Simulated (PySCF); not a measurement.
# Dipole moment and polarisability of `FC1=CCC[P@H]1=S`

Species: C4H6FPS.
Cartesian coordinates in Å at the GFN2-xTB level; atoms count from 1:
```xyz
13
C4H6FPS angstrom
F      0.5125    2.7029    0.1571
C      0.1755    1.4124    0.1069
C     -1.0396    0.9516   -0.1601
C     -1.1922   -0.5375   -0.1390
C      0.2031   -1.1753   -0.2014
P      1.4228    0.0969    0.3539
S      3.1434    0.2042   -0.5031
H     -1.8945    1.5819   -0.3446
H     -1.7060   -0.8261    0.7824
H     -1.8123   -0.8716   -0.9728
H      0.4762   -1.4183   -1.2339
H      0.2777   -2.0923    0.3842
H      1.4289   -0.0285    1.7527
```

Level: CAM-B3LYP/def2-SVPD (PySCF), static field, nuclei fixed, core orbitals frozen in the response. The polarisability tensor in these axes (au):

```
x   117.59   3.86  -3.22
y     3.86  82.48   0.73
z    -3.22   0.73  71.70
```

**Question.** What are the eigenvalues, a third of the trace, and Δα (Δα² = ½Σ(αi − αj)² over the three pairs)?

**Answer.** Principal values 71.38, 82.17 and 118.22 au; mean 90.59 au = 13.42 Å³ = 14.94 × 10⁻⁴⁰ C²·m²/J; Δα = 42.48 au (47 % of the mean).

**Question.** What is the dipole moment, and where does it point?

**Answer.** (-5.01, -2.12, 1.20) D, 5.57 D in size, pointing from the negative to the positive side. Measured along this direction, the outermost atoms are S7 at the negative end and H9 at the positive end.

**Question.** Orientational against electronic polarisability at 273 K (dilute gas, rigid molecules)?

**Answer.** In Gaussian units μ²/3kT = 274.39 Å³ against 13.42 Å³, a ratio of 20.44; the Debye molar polarisation (4π/3)N_A(α + μ²/3kT) is 726.0 cm³/mol, leaving out the vibrational part.

**Question.** Molar refractivity from α?

**Answer.** Lorentz–Lorenz: R = (4π/3)N_A α = 2.5225 cm³/(mol·Å³) × 13.42 Å³ = 33.9 cm³/mol, in the limit of long wavelengths.

**Question.** Find the Langevin capture rate constant for H3+ (3.023 u) meeting this molecule (135.991 u), k = 2.342 × 10⁻⁹ cm³/s × √(α in Å³ / reduced mass in u).

**Answer.** The reduced mass is 2.96 u, so k = 4.99 × 10⁻⁹ cm³/s. The formula leaves out the permanent dipole, which adds to the capture rate.

The structure is a single GFN2-xTB conformer in the gas phase; no vibrational or solvent corrections.
